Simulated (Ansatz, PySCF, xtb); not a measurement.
Energy difference R1 → P1, each structure at its B3LYP-D3(BJ)/def2-TZVP stationary point, reached from a drawn start; harmonic modes at that level show minima.
R1, FeO4 (SMILES [O]=[Fe](=[O])(=[O])=[O]) (charge 0, multiplicity 1):
```xyz
5

Fe     0.000     0.000     0.000
O      0.909     0.909     0.909
O      0.909    -0.909    -0.909
O     -0.909     0.909    -0.909
O     -0.909    -0.909     0.909
```
P1, FeO4 (SMILES [O]=[Fe]1(=[O])[O][O]1) (charge 0, multiplicity 1):
```csv
atom,x (Å),y (Å),z (Å)
Fe,0.0000,0.0000,0.3458
O,0.6881,0.0000,-1.2739
O,-0.6881,0.0000,-1.2739
O,0.0000,1.3481,1.1010
O,0.0000,-1.3481,1.1010
```

```
level                     reaction energy (kJ/mol)
------------------------  ------------------------
GFN1-xTB                                    -233.5
GFN2-xTB                                      49.0
HF/def2-SVP                                 -527.0
HF/def2-TZVPP                               -524.2
HF/def2-QZVPP                               -521.8
SVWN5/def2-TZVPP                              -1.0
PBE/def2-TZVPP                                 4.1
PBE-D3(BJ)/def2-TZVPP                          4.9
PBE-D4/def2-TZVPP                              4.7
BLYP-D3(BJ)/def2-TZVPP                        12.4
revPBE/def2-TZVPP                              6.2
revPBE-D3(BJ)/def2-TZVPP                       8.6
revPBE-D4/def2-TZVPP                           9.1
r2SCAN/def2-TZVPP                            -13.6
r2SCAN-D3(BJ)/def2-TZVPP                     -13.4
r2SCAN-D4/def2-TZVPP                         -13.5
B3LYP/def2-TZVPP                             -91.5
B3LYP-D4/def2-TZVPP                          -90.4
PBE0/def2-TZVPP                             -122.9
PBE0-D3(BJ)/def2-TZVPP                      -122.2
PBE0-D4/def2-TZVPP                          -122.4
BHLYP/def2-TZVPP                            -266.9
BHLYP-D3(BJ)/def2-TZVPP                     -265.6
BHLYP-D4/def2-TZVPP                         -266.2
M06-2X/def2-TZVPP                           -278.5
CAM-B3LYP/def2-TZVPP                        -147.8
CAM-B3LYP-D4/def2-TZVPP                     -147.4
wB97M-V/def2-TZVPP                          -172.4
B2PLYP/def2-TZVPP                            192.8
B2PLYP-D3(BJ)/def2-TZVPP                     193.5
B2PLYP-D4/def2-TZVPP                         193.2
MP2/def2-SVP                                -472.2
MP2/def2-TZVPP                              -291.6
MP2/def2-QZVPP                              -304.3
SCS-MP2/def2-SVP                            -488.5
SCS-MP2/def2-QZVPP                          -339.0
CCSD/def2-QZVPP                             -164.6
CCSD(T)/def2-SVP                             -54.1
CCSD(T)/def2-TZVPP                           -58.3
CCSD(T)/def2-QZVPP                           -63.7
```

P less R. No zero-point or thermal terms; singlets are restricted closed shells; no spin–orbit coupling. The spin states of the d-block species are the ones drawn and need not be the lowest.

Cores are frozen in the correlated methods.

Doubts at one or more of the structures used: T1 above 0.05 (CCSD/def2-QZVPP, CCSD(T)/def2-SVP, CCSD(T)/def2-TZVPP, CCSD(T)/def2-QZVPP).

Programs: Ansatz (a quantum-chemistry and plane-wave program); PySCF for M06-2X and the D3/D4 terms; xtb for the GFN methods. Each number belongs to the level named beside it.
